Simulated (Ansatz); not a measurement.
C$_{3}$H$_{9}$GaSe$_{3}$ (`C[Se][Ga]([Se]C)[Se]C`). Charge 0, multiplicity 1.

```xyz
16

C     2.8594    1.2491    0.8438
Se    2.2155    0.1719   -0.6638
Ga   -0.0006    0.0043   -0.0018
Se   -1.5122   -1.1820   -1.3002
C    -0.2697   -1.7301   -2.7156
Se   -0.7059    1.0205    1.9599
C    -2.5893    0.4793    1.8725
H     2.7232    0.7104    1.7786
H     3.9210    1.4138    0.6679
H     2.3415    2.2048    0.8742
H    -0.8518   -2.3251   -3.4170
H     0.1335   -0.8572   -3.2235
H     0.5326   -2.3359   -2.3009
H    -2.6722   -0.6049    1.8863
H    -3.0589    0.8874    0.9806
H    -3.0660    0.8938    2.7591
```

(1) What are the harmonic wavenumbers in cm⁻¹ at PBE0-D4/def2-TZVP (Ansatz, finite differences of forces, unscaled)? (An estimate is asked.)

(2) Is this a minimum?

(3) Give the ideal-gas thermochemistry at 298.15 K and 1 bar (rigid rotor, harmonic oscillator; point group C3h, symmetry number 3).

(4) Rotational constants (cm⁻¹)?

Answers

(1) Ansatz gave: 43, 53, 54, 57, 58, 89, 98, 99, 113, 128, 164, 164, 211, 334, 334, 605, 605, 605, 917, 917, 918, 926, 927, 927, 1305, 1309, 1309, 1463, 1463, 1465, 1468, 1468, 1468, 3081, 3081, 3081, 3181, 3181, 3181, 3187, 3187, 3187.

(2) Yes, all 42 modes are real.

(3) Zero-point energy 301.5 kJ/mol; H(298) − E = 340.7 kJ/mol; entropy 527.2 J/(mol·K), of which translation 182.0, rotation 126.9, vibration 218.3; G(298) − E = 183.5 kJ/mol. Modes under 100 cm⁻¹ are hindered rotations or soft bends, so the harmonic entropy is rough.

(4) 0.01899, 0.01898, 0.009544.
